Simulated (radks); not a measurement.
Task: All-electron calculation, Dirac Kohn-Sham, PBE, spin-unpolarised, spherical densities, point nucleus; open shells are shared between the two j in proportion to 2j + 1. Program: a radial shooting solver on a logarithmic mesh with Libxc functionals. Each species is in its NIST ground configuration. Rank Tm, Sm, Gd, Ce, Yb, Pr, Tb, Dy, Eu, Ho, Pm, Lu, Er, Nd, La by Delta-SCF ionisation energy (eV), largest first.

Result: Gd 6.646, Yb 6.538, Tm 6.461, Er 6.386, Ho 6.312, Ce 6.241, Dy 6.239, Tb 6.166, La 6.038, Eu 6.021, Sm 5.948, Pm 5.875, Nd 5.800, Pr 5.722, Lu 5.258.
